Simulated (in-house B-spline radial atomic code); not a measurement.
Configurations of Zr³⁺, with energies counted from [Kr] 4d1. Method: scalar-relativistic (X2C) wB97X, spin-polarised, spherical fractional occupations, exact exchange averaged over the configuration, Fermi nucleus of rms radius 4.2694 fm. Calculated with an all-electron radial atomic-structure program (B-spline basis). Shells without spins written out take the highest spin.

Occupations are held fixed; configurations that lie above the ionisation limit could autoionise.

| configuration | E - E(ref) (eV) | highest orbital | its <r> (bohr) |
| --- | --- | --- | --- |
| [Kr] 5s1 | 4.936 | 5s up | 2.86 |
| [Kr] 5p1 | 10.511 | 5p up | 3.303 |
| [Kr] 4f1 | 19.847 | 4f up | 3.941 |
| [Ar] 3d10 4s2 4p5 4d1 4f1 | 51.189 | 4f up | 3.701 |
| [Ar] 3d9 4s2 4p6 4d2 | 182.29 | 4d up | 1.686 |

Problem. Order these further configurations by energy, lowest first.
A. [Ar] 3d9 4s2 4p6 4d1 5f1
B. [Ar] 3d10 4s2 4p5 4d2
C. [Kr] 5f1
D. [Kr] 5d1
E. [Ar] 3d9 4s2 4p6 4d1 5s1

Solution. D (17.772 eV), C (24.687 eV), B (29.819 eV), E (189.26 eV), A (209.86 eV).
